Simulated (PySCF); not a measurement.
Molecule: C2F8Sn, SMILES F[C](F)(F)[Sn]([F])([F])[C](F)(F)F. Atoms near the plane z = 0.0 Å, at the PBE0/def2-SVP optimised geometry (x, y, z in Å): F1 (2.6, -1.5, -0.1), C2 (2.1, -0.3, 0.0), F4 (2.6, 0.4, -1.0), Sn5 (-0.1, -0.3, 0.0), F6 (-0.7, 1.5, 0.0).

Calculation: PBE0/def2-TZVP, def2 effective core potentials past Kr (PySCF). The core electrons that the potentials of Sn replace are not part of the density. Cells within 0.4 Å of a nucleus heavier than hydrogen are left out (blank, or x). The values are rescaled to run from 0 to 1.

```
|222221111111111222222222222|
|222211111111111122222222222|
|222211111111111122222222222|
|222111111111111112222222222|
|222111111000011112222222222|
|222111110000001122222222222|
|222111100000000122222222222|
|222111100039710123322222222|
|22221110029x992233333222222|
|22222111049xx96555543322222|
|222222222499999998876433222|
|222222234799999999999843322|
|222222347999999999999974332|
|2222234599999x9999xx9995332|
|222223469999xx9999xx9995332|
|222223469999999999999984332|
|222223458999999999999983322|
|2222223579999999999xx983222|
|222222346799999987999962222|
|222222345567888765699832222|
|222222333445566554344332222|
|222222233334444443333322222|
|222222222333333333332222222|
|222222222223333333332222222|
|222222222222333333322222222|
|222222222222222332222222222|
|222222222222222222222222222|
```
Scale: ten equal steps from 0.000 (start of '0') to 1.00 (end of '9'), in the order '0123456789'; x runs from -5.00 to 5.00, y from -5.00 (bottom) to 5.00 (top).

Which quantity is mapped?
A) log10 of the electron density
B) an orbital amplitude
C) deformation density (molecule minus spherical neutral atoms)
D) electrostatic potential

D, electrostatic potential. In full: electrostatic potential (hartree/e), clipped to [-0.08, 0.12].
